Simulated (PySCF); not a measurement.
# Working out the ionisation energy of Mn⁺

Mn⁺ [Ar] 3d5 4s1 (7S) → Mn²⁺ [Ar] 3d5 (6S). Computed with PySCF 2.14 in pcseg-2 (6s4p3d2f1g, 56 functions), with no relativity, point nucleus. Frozen: [Ar]. Energies in hartree (1 hartree = 27.21139 eV):

| part | Mn⁺ (lower) | Mn²⁺ (upper) |
| --- | --- | --- |
| UHF | -1149.627640 | -1149.086955 |
| MP2 opposite-spin | 0.000000 | 0.000000 |
| MP2 same-spin | -0.074899 | -0.059461 |

Question: What does Hartree-Fock give?

Answer: (-1149.086955) − (-1149.627640) = 0.540685 hartree = 14.713 eV.

Question: What do MP2 and SCS-MP2 (6/5 opposite-spin, 1/3 same-spin) give?

Answer: The opposite-spin parts differ by 0.000 eV and the same-spin parts by 0.420 eV. MP2: 14.713 + (0.000) + (0.420) = 15.133 eV. SCS-MP2: 14.713 + 1.2 × (0.000) + (0.420)/3 = 14.853 eV.

Measured between the centres of the two terms (NIST): 15.640 eV, so MP2 (valence) is off by -0.507 eV.

The calculation is non-relativistic.

What remains against the reference includes basis incompleteness, the frozen core and correlation beyond second order.
